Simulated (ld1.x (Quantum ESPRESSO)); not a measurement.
## Configuration tests for nickel (TM)

* Element: nickel
* Generator: ld1.x (Quantum ESPRESSO) 7.5
* Type: norm-conserving Troullier–Martins (Kleinman–Bylander form)
* Functional: LDA (PZ)
* Relativity: non-relativistic
* Frozen core: [Ne]
* Valence charge: 18
* Reference configuration: 3s2 3p6 3d8 4s1.75 4p0.25
* Partial waves: 3s (bound): rc 1.05 bohr; 3d (bound): rc 1.25 bohr; 3p (bound): rc 1.30 bohr
* Local potential: the p channel
* Core correction: none

Occupied shells without a wave of their own: 4p, 4s. They enter only through the test configuration that unscreens the potential.

Energies are relative to the spin-unpolarised reference configuration 3s2 3p6 3d8 4s1.75 4p0.25; without spin polarisation the order of configurations can differ from experiment. Spin-polarised rows fill each open shell by Hund’s rule, majority spin first.

```json
{"valence configuration": "3s2 3p6 3d8 4s2 4p0", "charge": "0", "ΔE all-electron (eV)": "-1.099", "error AE − PS (meV)": "+56"}
{"valence configuration": "3s2 3p6 3d8 4s1 4p0", "charge": "+1", "ΔE all-electron (eV)": "8.326", "error AE − PS (meV)": "-230"}
{"valence configuration": "3s2 3p6 3d8 4s0 4p0", "charge": "+2", "ΔE all-electron (eV)": "25.697", "error AE − PS (meV)": "-685"}
{"valence configuration": "3s2 3p6 3d8 4s0 4p1", "charge": "+1", "ΔE all-electron (eV)": "13.882", "error AE − PS (meV)": "-550"}
{"valence configuration": "3s2 3p6 3d7 4s2 4p0", "charge": "+1", "ΔE all-electron (eV)": "15.708", "error AE − PS (meV)": "+120"}
{"valence configuration": "3s2 3p6 3d9 4s1 4p0", "charge": "0", "ΔE all-electron (eV)": "-3.115", "error AE − PS (meV)": "-116"}
{"valence configuration": "3s2 3p6 3d8 4s2 4p0 (spin-polarised)", "charge": "0", "ΔE all-electron (eV)": "-2.017", "error AE − PS (meV)": "+151"}
```

**Question.** What are ΔE and the potential's error for 3s2 3p6 3d9 4s0 4p0?

**Answer.** ΔE = 4.860 eV all-electron; the error (AE − PS) is -390 meV.

**Question.** What are ΔE and the potential's error for 3s2 3p6 3d8 4s1.75 4p0.25 (spin-polarised)?

**Answer.** ΔE = -1.007 eV all-electron; the error (AE − PS) is +99 meV.

Levels in the configuration 3s2 3p6 3d8 4s0 4p1:

| level | all-electron (eV) | pseudo (eV) |
| --- | --- | --- |
| 3s | -118.197 | -118.495 |
| 3p | -81.288 | -81.581 |
| 3d | -20.052 | -20.333 |
| 4p | -8.612 | -8.727 |

The 4p, 4s levels have no wave, so the channel is fitted at the deeper level alone: the likely source of the large errors.
